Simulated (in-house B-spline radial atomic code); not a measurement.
Ionisation energies along the 1-electron series, configuration 1s1, as differences of self-consistent energies. NIST's values go from ground level to ground level; the uncertainty of those that are theory runs from under 0.1 % in few-electron ions to several per cent in heavy many-electron ones. Computed with a B-spline radial code for spherical atoms: non-relativistic Hartree-Fock, average of the configuration, point nuclei.

| ion | configuration after | ionisation energy (eV) | IE/(q+1)² (eV) | -ε less Coulomb ΔSCF (eV) | tabulated value (eV) | tabulated kind | computed minus tabulated (eV) |
| --- | --- | --- | --- | --- | --- | --- | --- |
| O7+ | bare | 870.8 | 13.606 | 1.2789e-09 | 871.4099 | tabulated theory | -1 |
| F8+ | bare | 1102.1 | 13.606 | -1.1156e-09 | 1103.118 | tabulated theory | -1 |
| Ne9+ | bare | ? | ? | ? | ? | tabulated theory | ? |
| Mg11+ | bare | ? | ? | ? | ? | tabulated theory | ? |
| Al12+ | bare | 2299.4 | 13.606 | 6.802e-10 | 2304.14 | tabulated theory | -5 |
| Si13+ | bare | 2666.7 | 13.606 | 1.2243e-09 | 2673.178 | tabulated theory | -6 |
| P14+ | bare | 3061.3 | 13.606 | 4.6261e-09 | 3069.842 | tabulated theory | -9 |
| S15+ | bare | 3483.1 | 13.606 | 5.1701e-09 | 3494.189 | tabulated theory | -11 |

Problem. Fill in the row of Ne9+.

Solution. ionisation energy (eV): 1360.6; IE/(q+1)² (eV): 13.606; -ε less Coulomb ΔSCF (eV): -7.3472e-10; tabulated value (eV): 1362.199; computed minus tabulated (eV): -2.

Problem. Fill in the row of Mg11+.

Solution. ionisation energy (eV): 1959.2; IE/(q+1)² (eV): 13.606; -ε less Coulomb ΔSCF (eV): 1.6319e-10; tabulated value (eV): 1962.664; computed minus tabulated (eV): -3.
